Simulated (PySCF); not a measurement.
**Ionisation energy of Lu(42+) by level of theory**

Lu(42+) [Ar] 3d10 4s1 [4s1/2^1, M_J = 1/2] → Lu(43+) [Ar] 3d10, as a difference of total energies. Computed with PySCF 2.14 in an uncontracted even-tempered set (16 s from 5.3 bohr⁻², ratio 2.8; 13 p from 6.9 bohr⁻², ratio 2.8; 8 d from 12 bohr⁻², ratio 2.8; 4 f from 27 bohr⁻², ratio 3), with the two-component X2C-1e Hamiltonian. Correlated levels: [Ne] frozen; the 72 highest virtual spinors dropped. "Screened" scales the spin-orbit matrix elements by Boettger's factors to mimic the two-electron term; Breit and QED terms are absent.

```tsv
method	ionisation energy (eV)
GHF (spin-free)	2111.7
GMP2 (spin-free)	2113.0
GHF (screened spin-orbit)	2111.5
GMP2 (screened spin-orbit)	2112.7
```

Breit and QED terms and the two-electron picture change are absent.

For comparison: 2125.5 ± 1.1 eV (semi-empirical (NIST evaluation); NIST Atomic Spectra Database, ionization energies).
